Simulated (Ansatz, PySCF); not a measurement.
System: sum formula SiBrF2, net charge 0, doublet state. It need not be the lowest isomer of its formula. 
Coordinates optimised at B3LYP-D3(BJ)/def2-TZVP (Ansatz, a first-principles code):
SMILES: F[Si](F)Br
```xyz
4

Si    -1.0205     0.2091    -0.0849
F     -1.6132    -0.3858     1.2686
F     -1.4826    -0.7715    -1.2519
Br     1.2042     0.2139     0.0297
```
Charge 0, spin multiplicity 2.

Dipole moments at this geometry, in debye (magnitudes).

| level | program | dipole (D) |
|---|---|---|
| PBE/def2-TZVPD | Ansatz | 0.90 |
| BLYP/def2-TZVPD | Ansatz | 0.95 |
| revPBE/def2-TZVPD | Ansatz | 0.89 |
| B97M-V/def2-TZVPD | Ansatz | 0.99 |
| B3LYP/def2-TZVPD | Ansatz | 1.05 |
| BHLYP/def2-TZVPD | Ansatz | 1.17 |
| r2SCANh/def2-TZVPD | Ansatz | 0.99 |
| M06-2X/def2-TZVPD | PySCF | 1.19 |
| HSE06/def2-TZVPD | Ansatz | 1.01 |
| CAM-B3LYP/def2-TZVPD | Ansatz | 1.08 |
| LC-wPBE/def2-TZVPD | Ansatz | … |
| wB97X-V/def2-TZVPD | Ansatz | 1.00 |
| CCSD(T)/def2-SVPD | Ansatz | … |

Question: What belongs in the gaps?

Answer: 
- LC-wPBE/def2-TZVPD, dipole (D): 1.03
- CCSD(T)/def2-SVPD, dipole (D): 1.11
